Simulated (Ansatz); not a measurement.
Ansatz (an electronic-structure program) input file for Al(Cl)(NH2)2 (AlClH₄N₂), SMILES [NH2][Al]([NH2])[Cl], PBE0-D3(BJ)/def2-SVP. 

Ansatz 0.2 input:
```yaml
crystal:
  periodic: [false, false, false]
  atoms:
    - {symbol: Al, position_ang: [0.00000000, -0.00000000, 0.36519393]}
    - {symbol: Cl, position_ang: [-0.00000000, 0.00000000, -1.66259774]}
    - {symbol: N, position_ang: [-0.00000000, -1.54527945, 1.24202472]}
    - {symbol: H, position_ang: [0.00000000, -2.46306710, 0.81832556]}
    - {symbol: H, position_ang: [0.00000000, -1.64389404, 2.24582160]}
    - {symbol: N, position_ang: [-0.00000000, 1.54527944, 1.24202473]}
    - {symbol: H, position_ang: [-0.00000000, 1.64389403, 2.24582160]}
    - {symbol: H, position_ang: [0.00000001, 2.46306710, 0.81832557]}
basis:
  gaussian:
    orbitals: def2-SVP
hamiltonian:
  xc: pbe0
  dispersion: d3bj
relax: {f_tol: 0.002, max_steps: 200}
```

Log of the run:

```
WARN ansatz: RAYON_NUM_THREADS=1 ignored (pool sized by the plan → 1); use --threads N
Functional definition: PBE0
integrals: 0.03 GiB planned
871 factors; integrals over basis functions are off by at most 5.8e-4 eV
mean field: 0.29 GiB planned
mean field evaluation 1: about -22138.8070 eV, gradient 7.4e1 eV
mean field evaluation 2: about -22126.5897 eV, gradient 1.0e2 eV
mean field evaluation 4: about -22149.7074 eV, gradient 2.3e0 eV
mean field evaluation 8: about -22149.7323 eV, gradient 9.2e-2 eV
mean field evaluation 16: about -22149.7323 eV, gradient 2.7e-5 eV
mean field -22149.73227585 eV, -813.9876475098 hartree, gradient 2.7e-5 eV, S^2 0.000000; 0 other end points of the search recorded, 0 dependent functions left out
the calculation of the forces begins
reference -22149.73230277 eV, -813.9876484992 hartree; 24, 24 occupied and 60, 60 virtual orbitals, 871 factors
relax step   1: F+E_penalty+E_count = -22149.86588082 eV  Δ(F+E_penalty+E_count) = +0.000e0 eV  max|allowed force component| = 1.836e0 eV/Å  Δτ_max = 0.0000 Å  (26 SCF iters, accepted)
these checks for a lower state are left out or cut short: starts, cluster_reference, orbital_swaps, neighbouring_geometries, increment
integrals: 0.03 GiB planned
871 factors; integrals over basis functions are off by at most 5.9e-4 eV
mean field: 0.29 GiB planned
mean field -22149.79574228 eV, -813.9899798579 hartree, gradient 2.5e-5 eV, S^2 0.000000; 0 other end points of the search recorded, 0 dependent functions left out
the calculation of the forces begins
reference -22149.79576928 eV, -813.9899808502 hartree; 24, 24 occupied and 60, 60 virtual orbitals, 871 factors
relax step   2: F+E_penalty+E_count = -22149.92803798 eV  Δ(F+E_penalty+E_count) = -6.216e-2 eV  max|allowed force component| = 1.644e-1 eV/Å  Δτ_max = 0.0631 Å  (28 SCF iters, accepted)
these checks for a lower state are left out or cut short: starts, cluster_reference, orbital_swaps, neighbouring_geometries, increment
integrals: 0.03 GiB planned
871 factors; integrals over basis functions are off by at most 5.9e-4 eV
mean field: 0.29 GiB planned
mean field evaluation 32: about -22149.7986 eV, gradient 4.1e-6 eV
mean field -22149.79863238 eV, -813.9900860674 hartree, gradient 4.1e-6 eV, S^2 0.000000; 0 other end points of the search recorded, 0 dependent functions left out
the calculation of the forces begins
reference -22149.79865934 eV, -813.9900870579 hartree; 24, 24 occupied and 60, 60 virtual orbitals, 871 factors
relax step   3: F+E_penalty+E_count = -22149.93121440 eV  Δ(F+E_penalty+E_count) = -3.176e-3 eV  max|allowed force component| = 3.654e-2 eV/Å  Δτ_max = 0.0175 Å  (30 SCF iters, accepted)
these checks for a lower state are left out or cut short: starts, cluster_reference, orbital_swaps, neighbouring_geometries, increment
integrals: 0.03 GiB planned
871 factors; integrals over basis functions are off by at most 5.9e-4 eV
mean field: 0.29 GiB planned
mean field -22149.79945406 eV, -813.9901162633 hartree, gradient 4.3e-6 eV, S^2 0.000000; 0 other end points of the search recorded, 0 dependent functions left out
the calculation of the forces begins
reference -22149.79948096 eV, -813.9901172521 hartree; 24, 24 occupied and 60, 60 virtual orbitals, 871 factors
relax step   4: F+E_penalty+E_count = -22149.93222243 eV  Δ(F+E_penalty+E_count) = -1.008e-3 eV  max|allowed force component| = 4.986e-2 eV/Å  Δτ_max = 0.0148 Å  (29 SCF iters, accepted)
these checks for a lower state are left out or cut short: starts, cluster_reference, orbital_swaps, neighbouring_geometries, increment
integrals: 0.03 GiB planned
871 factors; integrals over basis functions are off by at most 5.9e-4 eV
mean field: 0.29 GiB planned
mean field -22149.79996685 eV, -813.9901351080 hartree, gradient 4.3e-6 eV, S^2 0.000000; 0 other end points of the search recorded, 0 dependent functions left out
the calculation of the forces begins
reference -22149.79999372 eV, -813.9901360957 hartree; 24, 24 occupied and 60, 60 virtual orbitals, 871 factors
relax step   5: F+E_penalty+E_count = -22149.93271648 eV  Δ(F+E_penalty+E_count) = -4.941e-4 eV  max|allowed force component| = 2.368e-2 eV/Å  Δτ_max = 0.0215 Å  (28 SCF iters, accepted)
these checks for a lower state are left out or cut short: starts, cluster_reference, orbital_swaps, neighbouring_geometries, increment
integrals: 0.03 GiB planned
871 factors; integrals over basis functions are off by at most 5.9e-4 eV
mean field: 0.29 GiB planned
mean field -22149.79996937 eV, -813.9901352008 hartree, gradient 4.9e-5 eV, S^2 0.000000; 0 other end points of the search recorded, 0 dependent functions left out
the calculation of the forces begins
reference -22149.79999624 eV, -813.9901361880 hartree; 24, 24 occupied and 60, 60 virtual orbitals, 871 factors
relax step   6: F+E_penalty+E_count = -22149.93274765 eV  Δ(F+E_penalty+E_count) = -3.117e-5 eV  max|allowed force component| = 5.772e-4 eV/Å  Δτ_max = 0.0018 Å  (20 SCF iters, accepted)
integrals: 0.03 GiB planned
871 factors; integrals over basis functions are off by at most 5.9e-4 eV
mean field: 0.29 GiB planned
mean field evaluation 64: about -22149.8000 eV, gradient 1.2e-2 eV
mean field -22149.79996937 eV, -813.9901352008 hartree, gradient 4.9e-5 eV, S^2 0.000000; 1 other end points of the search recorded, 0 dependent functions left out
the calculation of the forces begins
reference -22149.79999624 eV, -813.9901361880 hartree; 24, 24 occupied and 60, 60 virtual orbitals, 871 factors
Total energy: -22149.93277451 eV, -813.9950156997 hartree
Atom 0 at    -0.000000    -0.000000     0.423627 Å, force     0.000000    -0.000000     0.000122 eV/Å
Atom 1 at     0.000000     0.000000    -1.684604 Å, force    -0.000000    -0.000000    -0.000014 eV/Å
Atom 2 at     0.000000    -1.555631     1.254621 Å, force    -0.000000     0.000136    -0.000127 eV/Å
Atom 3 at     0.000000    -2.448443     0.775880 Å, force     0.000000     0.000577     0.000216 eV/Å
Atom 4 at    -0.000000    -1.696848     2.257458 Å, force     0.000000    -0.000309    -0.000143 eV/Å
Atom 5 at    -0.000000     1.555631     1.254621 Å, force     0.000000    -0.000136    -0.000127 eV/Å
Atom 6 at     0.000000     1.696848     2.257458 Å, force    -0.000000     0.000309    -0.000143 eV/Å
Atom 7 at     0.000000     2.448443     0.775880 Å, force     0.000000    -0.000577     0.000216 eV/Å
Dipole moment:    -0.000000    -0.000000     0.561551 e Å
```

The calculation finished and met its thresholds.
